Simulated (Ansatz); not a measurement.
`C[Te][SiH](O)F` and `C#C[SiH](O)F` differ in one atom or group.

Ansatz, PBE0-D4/def2-TZVP geometries, multiplicity 1. Each molecule was computed in one conformer, which needn't be the lowest.

Elements past krypton have def2 core potentials.

```tsv
property	`C[Te][SiH](O)F`
HOMO energy (PBE/def2-TZVPP) / eV	-5.42
LUMO energy (ωB97M-V/def2-TZVPP) / eV	0.87
LUMO energy (PBE/def2-TZVPP) / eV	-1.72
size of the dipole moment (ωB97M-V/def2-TZVPP) / D	2.17
HOMO–LUMO gap (PBE/def2-TZVPP) / eV	3.70
HOMO–LUMO gap (PBE0/def2-TZVPP) / eV	5.56
```

Problem. Give the same properties after the change, and the shifts. (An estimate is asked.)

Solution. The calculation gave: 
| property | `C#C[SiH](O)F` | shift |
| --- | --- | --- |
| HOMO energy (PBE/def2-TZVPP) / eV | -7.44 | -2.02 |
| LUMO energy (ωB97M-V/def2-TZVPP) / eV | 1.43 | 0.56 |
| LUMO energy (PBE/def2-TZVPP) / eV | -1.48 | 0.24 |
| size of the dipole moment (ωB97M-V/def2-TZVPP) / D | 2.26 | 0.09 |
| HOMO–LUMO gap (PBE/def2-TZVPP) / eV | 5.96 | 2.26 |
| HOMO–LUMO gap (PBE0/def2-TZVPP) / eV | 8.18 | 2.62 |

With PBE0 the HOMO falls by 2.26 eV and the LUMO rises by 0.37 eV, so the gap widens by about 2.63 eV. PBE moves the HOMO by -2.02 eV and ωB97M-V by -2.46 eV. Dipoles are sizes alone; their direction can turn.

Spin–orbit coupling is left out; it splits and shifts lone-pair levels of the heavy atoms by tenths of an eV.
